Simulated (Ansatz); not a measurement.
The cluster B3F3. Charge 0, multiplicity 3. Geometry PBE0-D4/def2-SVP; atoms count from 1.

Cartesian coordinates in Å:
```
B 0.4632 -0.0397 -0.8970
B -0.3359 0.7167 0.6279
B -0.1639 -0.8716 0.3464
F 1.0231 0.3759 -1.9964
F -0.3926 -2.0879 0.8299
F -0.5939 1.9065 1.0892
```

At PBE0-D4/def2-TZVP a singlet of charge 0 lies 0.22 eV below the triplet, each at its own geometry. The structure comes from a short search, and lower isomers may exist.

Question: Estimate the Mulliken populations from the PBE0/def2-TZVP orbitals of Ansatz.

Answer: 
| atom | charge (e) | spin (α − β) |
| --- | --- | --- |
| B1 | 0.16 | 0.68 |
| B2 | 0.16 | 0.68 |
| B3 | 0.32 | 0.43 |
| F4 | -0.20 | 0.08 |
| F5 | -0.25 | 0.06 |
| F6 | -0.20 | 0.08 |
Mulliken values depend strongly on the basis.

Question: Where does the spin sit?

Answer: Summed by element: B 1.79, F 0.21, of 2 unpaired in all. Largest on single atoms: B1 0.68, B2 0.68, B3 0.43.

Question: And the Mayer bond orders between heavy atoms (over 0.3)?

Answer: B1–B2 0.76 (1.88 Å); B1–B3 1.11 (1.62 Å); B1–F4 1.25 (1.30 Å); B2–B3 1.11 (1.62 Å); B2–F6 1.25 (1.30 Å); B3–F5 1.17 (1.33 Å).
